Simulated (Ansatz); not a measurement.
Cost and result for the atomization energy of C₂H₇FGaNO (`CN[C](O)(F)[GaH2]`) (13 atoms, 12 bonds).

| atom | x (Å) | y (Å) | z (Å) |
| --- | --- | --- | --- |
| C1 | -1.593 | 0.349 | 0.203 |
| N2 | -0.367 | 0.925 | -0.310 |
| C3 | 0.725 | 0.024 | -0.474 |
| O4 | 0.466 | -1.118 | -1.223 |
| F5 | 1.680 | 0.769 | -1.168 |
| Ga6 | 1.534 | -0.583 | 1.276 |
| H7 | -1.403 | -0.105 | 1.177 |
| H8 | -2.325 | 1.145 | 0.347 |
| H9 | -2.034 | -0.422 | -0.441 |
| H10 | -0.514 | 1.453 | -1.165 |
| H11 | 0.121 | -0.859 | -2.090 |
| H12 | 0.617 | -0.886 | 2.513 |
| H13 | 3.093 | -0.692 | 1.356 |

Charge 0, multiplicity 1. Correlated methods include outer-core shells of Ga, which these sets cover unevenly. Scalar relativity is left out up to krypton. The geometry is a stationary point of PBE0-D4/def2-TZVP. It is one conformer, not always the lowest. Program: Ansatz. All runs use 2 threads of an AMD EPYC 7R13 on a shared host and a share of an NVIDIA H100 80 GB. Times are those of one run each, without the atoms' runs, and a repeat can differ threefold. Electronic energies, without spin–orbit coupling; frozen cores. CCSD(T)/CBS adds CCSD(T) − MP2 in def2-TZVPP to the MP2 limit, and its time is that of the two runs behind it. T1 = 0.013. With those shells the extrapolation isn't a true limit. B3LYP takes the VWN-RPA correlation (the form of Gaussian; ORCA's B3LYP/G). HSE06 is the plane-wave form, built on full-range PBE exchange.

CCSD(T)/CBS is a level of theory with its own doubt, some kJ/mol a heavy atom from the limit and from the frozen cores, so smaller differences don't rank the functionals.

| level | functions | wall time |
| --- | --- | --- |
| CCSD(T)/def2-SVP | 137 | 5.5 s |
| CAM-B3LYP-D4/def2-TZVPP | 301 | 5.5 s |
| BHLYP-D4/def2-TZVPP | 301 | 6 s |
| PBE-D4/def2-TZVPP (with forces) | 301 | 6.5 s |
| revPBE-D4/def2-TZVPP | 301 | 6.5 s |
| HSE06-D4/def2-TZVPP | 301 | 7 s |
| PBE-QIDH/def2-TZVPP | 301 | 7.5 s |
| B3LYP-D4/def2-TZVPP (with forces) | 301 | 7.5 s |
| B97M-V/def2-TZVPP | 301 | 8.5 s |
| ωB97M-V/def2-TZVPP (with forces) | 301 | 12 s |
| MP2/def2-QZVPP | 584 | 12 s |
| CCSD(T)/def2-TZVPP | 301 | 15 s |
| CCSD(T)/CBS(def2) | – | 27 s |

What atomization energy does each give, and how far from CCSD(T)/CBS? (Estimate.)

The calculation gave: 
```tsv
level	atomization (kcal/mol)	difference from CCSD(T)/CBS	per bond
CCSD(T)/def2-SVP	1011.8	-60.4	-5.0
CAM-B3LYP-D4/def2-TZVPP	1078.0	5.8	0.5
BHLYP-D4/def2-TZVPP	1028.0	-44.2	-3.7
PBE-D4/def2-TZVPP (with forces)	1099.3	27.1	2.3
revPBE-D4/def2-TZVPP	1067.7	-4.5	-0.4
HSE06-D4/def2-TZVPP	1072.8	0.6	0.0
PBE-QIDH/def2-TZVPP	1061.3	-10.9	-0.9
B3LYP-D4/def2-TZVPP (with forces)	1068.3	-3.9	-0.3
B97M-V/def2-TZVPP	1071.0	-1.2	-0.1
ωB97M-V/def2-TZVPP (with forces)	1074.2	2.0	0.2
MP2/def2-QZVPP	1080.4	8.2	0.7
CCSD(T)/def2-TZVPP	1043.4	-28.8	-2.4
CCSD(T)/CBS(def2)	1072.2	0.0	0.0
```

At CCSD(T), def2-SVP lies −60.4 kcal/mol from the extrapolated value and def2-TZVPP −28.8 kcal/mol: correlation converges slowly with the basis, and small sets miss more of it in the bonded molecule than in its fragments. From r2SCAN to r2SCAN0 (25 % exact exchange), in def2-TZVPP and without D4, the atomization energy moves by −22.7 kcal/mol: exact exchange takes away binding that semilocal exchange gives to molecules. In def2-TZVPP, CCSD(T) changes the Hartree–Fock value by +312.3 kcal/mol (the triples alone add +18.5 kcal/mol) and MP2 by +332.3 kcal/mol; breaking electron pairs costs correlation energy, which Hartree–Fock lacks.
